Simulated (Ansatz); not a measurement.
Computed with Ansatz on PBE0-D4/def2-TZVP structures; ΔE is electronic, products minus reactants. CCSD(T)/CBS is the MP2 limit (def2-TZVPP, def2-QZVPP) plus CCSD(T) − MP2 in def2-TZVPP, frozen cores. This one scheme is used for every species. DFT in def2-TZVPP. B3LYP here is the variant with VWN-RPA as its local correlation; programs differ in this. Each species was taken in one conformer, which may not be the lowest.

Consider the ligand exchange at the Si–S bond: `[SiH3]S[SiH]1CO1` + `N[SiH3]` → `[SiH3]N[SiH]1CO1` + `[SiH3]S`.

Question: Is it downhill or uphill in electronic energy at CCSD(T)/CBS, and by how much? (Estimate.)

Answer: Ansatz gave: Downhill: ΔE = -10.3 kJ/mol.

Question: What do these levels give: r2SCAN-D4, PBE0-D4, ωB97X-V, B2PLYP, PBE, PBE0, B3LYP, MP2/def2-TZVPP, SCS-MP2/def2-TZVPP, CCSD/def2-TZVPP, MP2/def2-QZVPP, SCS-MP2/def2-QZVPP? (An estimate is asked.)

Answer: Ansatz gave: r2SCAN-D4 -5.3, PBE0-D4 -2.6, ωB97X-V -11.2, B2PLYP -12.3, PBE -0.2, PBE0 -3.9, B3LYP -12.9, MP2/def2-TZVPP -9.0, SCS-MP2/def2-TZVPP -13.6, CCSD/def2-TZVPP -16.4, MP2/def2-QZVPP -7.6, SCS-MP2/def2-QZVPP -12.3 kJ/mol.

Largest T1 diagnostic among the species: 0.013.

In def2-TZVPP, CCSD(T) changes the Hartree–Fock value by +10.7 kJ/mol (the triples alone add +3.2 kJ/mol) and MP2 by +14.9 kJ/mol. From PBE to PBE0 (25 % exact exchange), in def2-TZVPP and without D4, ΔE moves by −3.7 kJ/mol.
